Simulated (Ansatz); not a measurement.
Consider the ligand exchange at a B–N bond: `CBN(C)C` + `CCS` → `CBSCC` + `CNC`.

Gas-phase electronic energies from Ansatz, PBE0-D4/def2-TZVP geometries. CCSD(T)/CBS adds triple-zeta CCSD(T) − MP2 to the extrapolated MP2 energy (def2 sets, frozen cores). Functionals use def2-TZVPP. B3LYP here is the variant with VWN-RPA as its local correlation; programs differ in this. Each species was taken in one conformer, which may not be the lowest.

| level | ΔE (kJ/mol) |
| --- | --- |
| PBE0-D4 | 45.7 |
| B3LYP-D4 | 50.7 |
| MP2/def2-QZVPP | 49.7 |
| CCSD/CBS(def2) | 50.7 |

**Question.** What does CCSD(T)/CBS give? (An estimate is asked.)

**Answer.** Ansatz gave: +50.3 kJ/mol. The listed levels differ from it by -4.6, 0.4, -0.6, 0.4 kJ/mol.

Largest T1 diagnostic among the species: 0.012.

In def2-TZVPP, CCSD(T) changes the Hartree–Fock value by +6.4 kJ/mol (the triples alone add −0.3 kJ/mol) and MP2 by +4.8 kJ/mol.
